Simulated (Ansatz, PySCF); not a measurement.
SiBrF3, SMILES F[Si](F)(F)Br. Atoms are numbered in the order given.

```xyz
5

F     -1.2930    -0.7465    -1.3588
Si     0.0000     0.0000    -0.7958
F      1.2930    -0.7465    -1.3588
F      0.0000     1.4930    -1.3588
Br     0.0000     0.0000     1.3733
```

Geometry: r2SCAN-D4/def2-SVP.

Two levels are set side by side: PBE-D3(BJ)/def2-SVP (Ansatz, an electronic-structure program) and r2SCAN-D4/def2-SVP (Ansatz). Each level has its own optimised geometry; the coordinates shown are those of the second. Frequencies come from the Hessian of PySCF at each geometry. Differences are taken from unrounded values.

```csv
quantity,r2SCAN-D4
mean bond length (Å),1.739
bond F1–Si2 (Å),1.596
bond Si2–F3 (Å),1.596
bond Si2–F4 (Å),1.596
bond Si2–Br5 (Å),2.169
highest harmonic wavenumber (cm⁻¹),1005
mean harmonic wavenumber (cm⁻¹),518
zero-point energy (kcal/mol),6.67
```

Task: What does PBE-D3(BJ) give, and how far is it from r2SCAN-D4? (The exact figures need the calculation; the answer reports its results.)

Result: 
```
quantity                            PBE-D3(BJ)  PBE-D3(BJ) minus r2SCAN-D4
----------------------------------  ----------  --------------------------
mean bond length (Å)                     1.754                       0.014
bond F1–Si2 (Å)                          1.610                       0.015
bond Si2–F3 (Å)                          1.610                       0.015
bond Si2–F4 (Å)                          1.610                       0.015
bond Si2–Br5 (Å)                         2.183                       0.014
highest harmonic wavenumber (cm⁻¹)         975                         -30
mean harmonic wavenumber (cm⁻¹)            501                         -17
zero-point energy (kcal/mol)              6.45                       -0.22
```
